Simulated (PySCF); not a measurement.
## Vertical excitation energies

Species: C₂H₄ClNSi.
SMILES: `N#CC[SiH2]Cl`

Computed with TDDFT CAM-B3LYP/def2-SVPD, vertical, gas phase, core orbitals frozen in the response in PySCF 2.14.0, density-fitted response routines. Geometry: GFN2-xTB, one conformer, isolated molecule. Torsions of this conformer, `[N:1]#[C:2][CH2:3][SiH2:4][Cl:5]`: C2–C3–Si4–Cl5 -65°.

| state | E (eV) | λ (nm) | f | main configurations (H = HOMO, L = LUMO) |
| --- | --- | --- | --- | --- |
| S1 | 7.61 | 162.9 | 0.0024 | H→L+3 (31%), H→L+5 (11%), H→L+1 (10%) |
| S2 | 7.80 | 158.9 | 0.0058 | H→L (36%), H→L+1 (30%) |
| S3 | 7.93 | 156.4 | 0.026 | H→L (36%), H→L+4 (11%), H→L+1 (11%) |
| S4 | 7.96 | 155.8 | 0.016 | H-1→L (48%), H-1→L+1 (41%) |
| S5 | 8.06 | 153.8 | 0.0040 | H-2→L+4 (24%), H-2→L+2 (14%), H-2→L+1 (12%) |
| S6 | 8.20 | 151.3 | 0.043 | H→L+1 (29%), H→L+2 (20%), H→L (9%) |
| S7 | 8.52 | 145.6 | 0.0047 | H-1→L+1 (29%), H-1→L+2 (26%), H-1→L (24%) |
| S8 | 8.80 | 141.0 | 0.015 | H-1→L+2 (25%), H-2→L+2 (19%), H-1→L+1 (12%) |

Triplets, Tamm–Dancoff:

```
state  E (eV)  λ (nm)   main configurations (H = HOMO, L = LUMO)
   T1    6.42   193.1    H→L+4 (16%), H-2→L+3 (13%), H→L+2 (10%)
   T2    6.96   178.1    H→L+3 (23%), H→L+5 (10%), H-2→L+4 (10%)
   T3    6.98   177.7  H-2→L+3 (23%), H-2→L+5 (12%), H→L+4 (10%)
```

The lowest singlet comes at 163 nm (734 kJ/mol) in the vacuum ultraviolet; it is very weak; its leading configuration is HOMO→LUMO+3 (31%). The strongest level in the table is S6 at 8.20 eV (151 nm, f = 0.043). Löwdin shares by element: HOMO carbon 37%, nitrogen 27%, chlorine 16% (atoms not listed hold the other 20%); LUMO silicon 32%, chlorine 15%, hydrogen 12% or more, carbon 11% or more (atoms not listed hold the other 30%). Of the 8 states listed, 4 reach f = 0.01 and none stays under 0.0005. Weighted by f, the mean energy of these states is 8.15 eV. The listed states span 1.18 eV, and the widest gap between neighbours is 0.32 eV (S6 to S7). Singlets were solved by full linear response, triplets in the Tamm–Dancoff approximation.
